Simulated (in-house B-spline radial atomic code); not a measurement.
A fraction x of an electron is removed from 2p in the chlorine ion Cl²⁺, starting from [Ne] 3s2 3p3 and keeping the highest spin. Level of theory: scalar-relativistic (X2C) Hartree-Fock with fractional occupations, spin-polarised, spherical fractional occupations, Fermi nucleus of rms radius 3.3654 fm; calculated with a radial B-spline atomic code at the basis-set limit.

Caution: exact exchange at fractional occupations of open shells leaves self-interaction of up to several eV.

```tsv
x	E(x) - E(0) (eV)	2p down level (eV)
0	0.0000	-246.098
0.1	24.7147	-248.201
0.21	52.1452	-250.540
0.37	92.5068	-253.989
0.42	105.2335	-255.078
0.5	?	?
0.6	?	?
0.64	161.8827	-259.932
0.86	219.6108	-264.885
0.95	243.5427	-266.939
1	256.9183	-268.087
```

Task: What belongs in the row x = 0.5?

Result: An energy change of 125.7098 eV; 2p down at -256.831 eV.

Task: What belongs in the row x = 0.6?

Result: An energy change of 151.5032 eV; 2p down at -259.042 eV.

Task: Check Janak's theorem between x = 0.1 and 0.21.

Result: The slope of the energy is 249.37 eV; the orbital levels give 249.37 eV (-ε of the emptying orbital, averaged over the two points).
